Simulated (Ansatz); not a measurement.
C2H7ClSeSi (SMILES C[Si](C)(Cl)[SeH]), singlet, at a GFN2-xTB geometry, atoms displaced at random by about 0.03 Å a coordinate; Ansatz (a quantum-chemistry and plane-wave program) with PBE/STO-3G, gradient.

Ansatz was given this input:
Ansatz 0.2 input:
```yaml
crystal:
  periodic: [false, false, false]
  atoms:
    - {symbol: C, position_ang: [1.71653420, -0.10511737, -1.52431870]}
    - {symbol: Si, position_ang: [0.36781998, -0.63466705, -0.28844843]}
    - {symbol: C, position_ang: [-0.84378203, -1.94805225, -1.03188608]}
    - {symbol: Cl, position_ang: [1.14275411, -1.16882475, 1.46244104]}
    - {symbol: Se, position_ang: [-0.87678425, 1.34648819, 0.11256809]}
    - {symbol: H, position_ang: [1.26356629, 0.23264241, -2.51397403]}
    - {symbol: H, position_ang: [2.34395528, 0.65900085, -1.17353911]}
    - {symbol: H, position_ang: [2.33785552, -1.02941085, -1.72297194]}
    - {symbol: H, position_ang: [-1.62113065, -2.14870475, -0.27179009]}
    - {symbol: H, position_ang: [-1.27677674, -1.64402449, -1.96356506]}
    - {symbol: H, position_ang: [-0.34161936, -2.80178987, -1.16113968]}
    - {symbol: H, position_ang: [-1.33532360, 1.48518787, -1.24094840]}
basis:
  gaussian:
    orbitals: STO-3G
hamiltonian:
  xc: pbe
output: {forces: true}
```

What the program printed (banner, timings and long lists left out):

```
Functional definition: PBE
615 factors; integrals over basis functions are off by at most 4.1e-5 eV
mean field evaluation 1: about -86933.7686 eV, gradient 2.8e1 eV
mean field evaluation 2: about -86931.5958 eV, gradient 3.6e1 eV
mean field evaluation 4: about -86936.7822 eV, gradient 1.2e0 eV
mean field evaluation 8: about -86936.7015 eV, gradient 1.7e-2 eV
mean field -86936.70148365 eV, -3194.8648517115 hartree, gradient 2.0e-5 eV, S^2 0.000000; 0 other end points of the search recorded, 0 dependent functions left out
the calculation of the forces begins
reference -86936.70151136 eV, -3194.8648527299 hartree; 42, 42 occupied and 11, 11 virtual orbitals, 615 factors
Total energy: -86936.70151136 eV, -3194.8648527299 hartree
Atom 0 at     1.716534    -0.105117    -1.524319 Å, force    -1.430262    -3.003951    -1.815112 eV/Å
Atom 1 at     0.367820    -0.634667    -0.288448 Å, force    -2.642427     2.516915    -3.704991 eV/Å
Atom 2 at    -0.843782    -1.948052    -1.031886 Å, force    -1.126948     4.165588     2.811293 eV/Å
Atom 3 at     1.142754    -1.168825     1.462441 Å, force     1.262919    -1.101480     2.658775 eV/Å
Atom 4 at    -0.876784     1.346488     0.112568 Å, force     0.618951    -0.731830     1.033394 eV/Å
Atom 5 at     1.263566     0.232642    -2.513974 Å, force     0.394549    -0.464093     1.179147 eV/Å
Atom 6 at     2.343955     0.659001    -1.173539 Å, force     1.369185     1.720374     0.985638 eV/Å
Atom 7 at     2.337856    -1.029411    -1.722972 Å, force    -0.289149     0.958458    -0.090206 eV/Å
Atom 8 at    -1.621131    -2.148705    -0.271790 Å, force    -0.132812     0.155089    -0.326136 eV/Å
Atom 9 at    -1.276777    -1.644024    -1.963565 Å, force    -0.541568     0.575576    -0.940707 eV/Å
Atom 10 at    -0.341619    -2.801790    -1.161140 Å, force     2.681303    -4.672590    -0.887341 eV/Å
Atom 11 at    -1.335324     1.485188    -1.240948 Å, force    -0.163740    -0.118057    -0.903754 eV/Å
Dipole moment:    -0.011163    -0.263074    -0.684408 e Å
```
